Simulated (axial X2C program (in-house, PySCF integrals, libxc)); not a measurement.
BrGeBr⁺: properties at the nuclei

Computed with an axial X2C code built on PySCF integrals: two-component X2C with atomic mean-field Coulomb and Gaunt terms, Gaussian nuclei, basis Br dyall-av3z, Ge dyall-v3z with contracted cores.

Br–Ge–Br held linear, with bonds 2.302 and 2.302 Å (near the PBE0 minimum at charge 1 of the determinant lowest at the starting distance; the state shown can have its own minimum elsewhere, held linear; other orders of the atoms were not compared).

Determinant lowest in the PBE0 search, Ω = 1/2 (⟨Sz⟩ = 0.49, ⟨Lz⟩ = 0.01 at PBE0), spin on the atoms Br 0.19, Ge 0.11, Br 0.19:

```
    level  A∥/gI Br (MHz)  qzz Br (a.u.)  A∥/gI Ge (MHz)  qzz Ge (a.u.)
     PBE0             539           4.82            3020          -3.23
       HF             614           5.28            3160          -4.01
BHandHLYP             570           5.05            3070          -3.54
```

Determinant 2.19 eV from it at PBE0 and this distance, Ω = 3/2 (⟨Sz⟩ = 0.50, ⟨Lz⟩ = 1.00 at PBE0), spin on the atoms Br 0.29, Ge -0.07, Br 0.29:

```
    level  A∥/gI Br (MHz)  qzz Br (a.u.)  A∥/gI Ge (MHz)  qzz Ge (a.u.)
     PBE0             329          -3.31             6.4          -2.92
       HF             460          -4.21           0.473          -1.80
BHandHLYP             375          -3.60           -12.9          -2.69
```

A∥ (defined per Ω) follows by multiplying with gI = μI/(I μN); qzz is the electric field gradient, eQq0 = 234.96 MHz × Q/barn × qzz. The operators were transformed with the bare-nucleus X2C matrices; with these basis sets, hyperfine constants and field gradients can be off by tens of per cent, and where levels differ in sign neither size nor sign is settled.

**Question.** With gI(79Br) = 1.4043, Q(79Br) = 0.3087 barn, gI(73Ge) = -0.1954, Q(73Ge) = -0.196 barn (g factors from the IAEA table of nuclear moments by Stone; Q from Pyykkö, Mol. Phys. 2018), turn the PBE0 values of the first state into constants in MHz.

**Answer.** A∥(79Br) = 539 × 1.4043 = 757 MHz; eQq0(79Br) = 234.96 × (0.3087) × (4.82) = 350 MHz; A∥(73Ge) = 3020 × -0.1954 = -590 MHz; eQq0(73Ge) = 234.96 × (-0.196) × (-3.23) = 149 MHz.

The molecule was held linear; bending was not examined, so a bent shape may lie lower.

Each state is one determinant with collinear spin. Unrestricted Hartree–Fock can overshoot spin polarisation at the nuclei. The search compared states at one distance, so a state with another bond length can lie lower. PBE0 term energies can be off by some tenths of an eV.
